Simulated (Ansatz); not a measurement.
Program: Ansatz. Geometries: PBE0-D4/def2-TZVP. ΔE: electronic, gas phase. CCSD(T)/CBS adds triple-zeta CCSD(T) − MP2 to the extrapolated MP2 energy (def2 sets, frozen cores). This one scheme is used for every species. DFT in def2-TZVPP. B3LYP here is the variant with VWN-RPA as its local correlation; programs differ in this. One conformer a species, not always the lowest.

Reaction (hydrogenolysis of a C–C bond): `FC(F)O[C@@H](F)[C@H](F)C(F)F` + H₂ → `FCC(F)OC(F)F` + `FCF`

```
             level  ΔE (kcal/mol)  difference from CCSD(T)/CBS
            PBE-D4          -10.8                          0.3
         r2SCAN-D4           -9.7                          1.4
           PBE0-D4          -11.5                         -0.4
          B3LYP-D4          -12.1                         -1.0
           ωB97X-V          -10.5                          0.6
           ωB97M-V          -10.2                          0.9
            B2PLYP          -13.3                         -2.2
               PBE          -12.6                         -1.5
            r2SCAN          -10.3                          0.8
              PBE0          -13.1                         -2.0
             B3LYP          -14.9                         -3.8
     HF/def2-TZVPP          -17.3                         -6.2
    MP2/def2-TZVPP          -10.8                          0.3
SCS-MP2/def2-TZVPP          -12.2                         -1.1
   CCSD/def2-TZVPP          -12.2                         -1.1
CCSD(T)/def2-TZVPP          -11.0                          0.1
     HF/def2-QZVPP          -17.5                         -6.4
    MP2/def2-QZVPP          -11.0                          0.1
SCS-MP2/def2-QZVPP          -12.4                         -1.3
      HF/CBS(def2)          -17.5                         -6.4
     MP2/CBS(def2)          -11.0                          0.1
    CCSD/CBS(def2)          -12.4                         -1.3
       CCSD(T)/CBS          -11.1                            0
```

Largest T1 diagnostic among the species: 0.012.

The D4 term adds +2.8 kcal/mol with B3LYP and +1.6 kcal/mol with PBE0; it sums over pairs of atoms, weighted by their polarisabilities, and B3LYP, whose exchange is more repulsive, gets the larger term. In def2-TZVPP, CCSD(T) changes the Hartree–Fock value by +6.3 kcal/mol (the triples alone add +1.3 kcal/mol) and MP2 by +6.5 kcal/mol.

CCSD(T)/CBS has its own doubt, a few kJ/mol and more with outer-core shells, so smaller differences from it don't rank the levels.
